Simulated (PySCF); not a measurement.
Electronic structure of I (iodine, neutral) at the UHF level

Configuration: [Kr] 4d10 5s1 5p6, 2S determinant (an excited configuration). Computed with PySCF 2.14 in x2c-TZVPPall, with the spin-free X2C one-electron Hamiltonian (Gaussian nucleus).

* Total energy: -7112.191827 hartree
* One-electron energy: -9748.7428 hartree
* Hartree (Coulomb) energy: 2816.7529 hartree
* Exchange energy: -180.2020 hartree
* ⟨S²⟩: 0.7696
* ⟨L²⟩: 0.000
* Sum of ⟨r⟩: 38.45 bohr
* Sum of ⟨r²⟩: 63.58 bohr²
* Langevin diamagnetic susceptibility: -50.4 ×10⁻⁶ cm³/mol

```tsv
shell	electrons	mean orbital energy (hartree)	rms radius, mean of both spins (bohr)
1s α	1	-1224.99976	0.0311
1s β	1	-1224.99282	0.0311
2s α	1	-192.97208	0.127
2s β	1	-192.96607	0.127
2p α	3	-173.07853	0.113
2p β	3	-173.07591	0.113
3s α	1	-40.56952	0.334
3s β	1	-40.55794	0.334
3p α	3	-33.95232	0.335
3p β	3	-33.94645	0.335
3d α	5	-23.99104	0.313
3d β	5	-23.98881	0.313
4s α	1	-7.82505	0.788
4s β	1	-7.79864	0.788
4p α	3	-5.65397	0.844
4p β	3	-5.64099	0.844
4d α	5	-2.36982	0.992
4d β	5	-2.35739	0.992
5s α	1	-0.97183	2.10
5p α	3	-0.45223	2.64
5p β	3	-0.35027	2.64
```

Densities and radii are taken from the X2C orbitals without a picture-change correction, which distorts them close to the nucleus.
